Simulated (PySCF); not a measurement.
Compound: C7H13FSi.
SMILES with atom numbers: `[F:1][C:2]1([SiH:3]2[CH2:4][CH2:5][CH2:6][CH2:7]2)[CH2:8][CH2:9]1` (hydrogens: H10 on Si3; H11, H12 on C4; H13, H14 on C5; H15, H16 on C6; H17, H18 on C7; H19, H20 on C8; H21, H22 on C9)

Computed geometry: GFN2-xTB, gas phase.

Question: Give the optimised bond lengths and angles.

Answer: 
```csv
bond,length (Å)
F1–C2,1.385
C2–Si3,1.899
"Si3–C4, Si3–C7",1.906
"C4–C5, C6–C7",1.531
C5–C6,1.526
"C2–C8, C2–C9",1.499
C8–C9,1.497
Si3–H10,1.468
"C4–H11, C7–H17",1.088
"C4–H12, C7–H18",1.090
"C5–H13, C6–H15",1.092
"C5–H14, C6–H16",1.092
"C8–H19, C9–H22",1.079
"C8–H20, C9–H21",1.079
```

Bonds in one row agree within 0.01 Å and their mean is given. A selection of angles:
```csv
angle,degrees
F1–C2–Si3,111.8
F1–C2–C8,114.5
Si3–C2–C8,123.9
C8–C2–C9,59.9
C2–Si3–C4,113.0
C2–Si3–H10,108.1
C4–Si3–C7,93.9
C4–Si3–H10,115.0
C7–Si3–H10,113.9
Si3–C4–C5,103.8
Si3–C4–H11,114.3
Si3–C4–H12,111.3
C5–C4–H11,110.9
C5–C4–H12,109.7
H11–C4–H12,106.9
C4–C5–C6,108.1
C4–C5–H13,111.5
C4–C5–H14,109.3
C6–C5–H13,111.1
C6–C5–H14,108.9
H13–C5–H14,107.9
C5–C6–H15,108.9
C5–C6–H16,111.1
C7–C6–H15,109.5
C7–C6–H16,111.4
C6–C7–H17,109.3
C6–C7–H18,110.9
Si3–C7–H17,110.0
Si3–C7–H18,115.5
C2–C8–C9,60.0
C2–C8–H19,117.4
C2–C8–H20,118.0
C9–C8–H19,117.7
C9–C8–H20,119.0
H19–C8–H20,114.2
```

Torsions: F1–C2–Si3–C4 -72° (synclinal); C2–Si3–C4–C5 -132° (anticlinal); Si3–C4–C5–C6 40° (synclinal); C4–C5–C6–C7 -52° (synclinal); C5–C6–C7–Si3 36° (synclinal); F1–C2–C8–C9 -105° (anticlinal); F1–C2–C9–C8 105° (anticlinal); C2–Si3–C7–C6 106° (anticlinal). The mirror-image conformer, all signs reversed, is as good.

All internal angles of the 3-membered ring C2–C8–C9 are 60.0°. The 5-membered ring Si3–C4–C5–C6–C7 has internal angles of 93.9° to 108.2° (sum 518°, against 540° for a flat polygon); it is puckered, 0.20 Å rms from its mean plane, widest ring torsion 52°. The C–C distances run from 1.497 Å (C8–C9, drawn single) to 1.532 Å (C6–C7, drawn single), a spread of 0.035 Å. Si3 (SiH silicon) has angles from 93.9° to 115.0°.

Point group: C1 (no symmetry element, even within 0.4 Å). No GFN2-xTB frequencies stand behind this structure, so it isn't proved a minimum. One conformer, not necessarily the lowest.
